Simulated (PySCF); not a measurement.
PySCF input file for ethenoxysilane (C₂H₆OSi), SMILES C=CO[SiH3], C-PCM-B3LYP/def2-SVP. Geometry optimised at B3LYP-D3(BJ)/def2-SVP. A frequency run showed that this geometry is not a minimum. Other conformers were not sampled.

```python
import numpy as np
from pyscf import gto, scf, dft
from pyscf.solvent import pcm

mol = gto.M(
    atom='''
    C    -0.09844968    2.37870482    0.00000000
    C     0.36887230    1.12887614   -0.00000000
    O    -0.44337218    0.03893245    0.00000000
    Si    0.03944774   -1.56943963   -0.00000000
    H    -1.17253599    2.57727636    0.00000000
    H     0.59727706    3.21854361   -0.00000000
    H     1.44933183    0.92399881   -0.00000000
    H     0.85424615   -1.86887230   -1.21353060
    H    -1.21039190   -2.36686481    0.00000000
    H     0.85424615   -1.86887229    1.21353061
    ''',
    basis='def2-SVP',
    charge=0,
    spin=0,
    max_memory=1600,
    verbose=3,
)
mf = dft.RKS(mol, xc='b3lyp').density_fit(auxbasis='def2-universal-jkfit')
mf.grids.level = 3
mf.conv_tol = 1e-9
mf.max_cycle = 100
mf.kernel()
res = {}
for name, eps in {'water': 78.355, 'cyclohexanone': 15.619, 'acetone': 20.493}.items():
    s = mf.PCM()
    s.with_solvent.method, s.with_solvent.eps, s.with_solvent.lebedev_order = 'C-PCM', eps, 29
    s.kernel(mf.make_rdm1())
    res[name] = (s.e_tot, eps, s.dip_moment(), s.mo_energy, s.converged)
    print(f'{name}: electrostatic solvation free energy {(s.e_tot - mf.e_tot) * 627.509474:.3f} kcal/mol')
```

Program output:

```
converged SCF energy = -444.348870514628

WARN: PCM is an experimental feature. It is still in testing.
Features and APIs may be changed in the future.

converged SCF energy = -444.352432174479
Dipole moment(X, Y, Z, Debye):  1.24823, -0.85295, -0.00000
water: electrostatic solvation free energy -2.235 kcal/mol

WARN: PCM is an experimental feature. It is still in testing.
Features and APIs may be changed in the future.

converged SCF energy = -444.352224178202
Dipole moment(X, Y, Z, Debye):  1.22522, -0.84052, -0.00000
cyclohexanone: electrostatic solvation free energy -2.104 kcal/mol

WARN: PCM is an experimental feature. It is still in testing.
Features and APIs may be changed in the future.

converged SCF energy = -444.352285646859
Dipole moment(X, Y, Z, Debye):  1.23198, -0.84417, -0.00000
acetone: electrostatic solvation free energy -2.143 kcal/mol
```

The run converged.

Cost: roughly 100 core-seconds.
